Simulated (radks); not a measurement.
The numbers below are computed, except where a source is named.
Fe XVI, configuration [Ne] 3s1.

Code: a radial shooting solver on a logarithmic mesh with Libxc functionals. Model: scalar-relativistic Kohn-Sham, PBE, spin-unpolarised, spherical densities, point nucleus.

Energy parts (Ry):
| part | energy |
|---|---|
| total | -2333.01935 |
| kinetic | 2364.07320 |
| electron-nucleus | -5126.62409 |
| Hartree | 512.95147 |
| exchange-correlation | -83.41992 |

Orbitals (lengths in bohr, moments of r in powers of bohr; <r^-3> diverges for s and p1/2):
1s: occ. 2; eigenvalue (Ry) -551.0535; <r> 0.05842
2s: occ. 2; eigenvalue (Ry) -94.88426; <r> 0.2631
2p: occ. 6; eigenvalue (Ry) -86.29072; <r> 0.2312; <r^-3> 495.8
3s: occ. 1; eigenvalue (Ry) -34.81557; <r> 0.6722

The highest occupied level is 3s at -473.69 eV. Summed over all electrons, <r^2> = 1.078 bohr^2, which gives a Langevin (diamagnetic) susceptibility term of -0.853 x 10^-6 cm^3/mol.
